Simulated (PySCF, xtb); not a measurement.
CrOBr2, SMILES [O]=[Cr]([Br])[Br] (connectivity only; charge and spin as stated), neutral, multiplicity 3.

Harmonic wavenumbers (cm⁻¹) from GFN2-xTB (xtb 6.7.1) at its own minimum, in rising order: 92, 129, 157, 303, 361, 1024.

Task: What does PBE-D3(BJ)/def2-SVP (PySCF) give at its own minimum? (Estimate from the structure and the level; the computed values follow.)

Result: 78, 108, 181, 269, 397, 1105. Paired by order, the mean absolute difference is 35 cm⁻¹ and the zero-point energies are 3.0 and 3.1 kcal/mol.
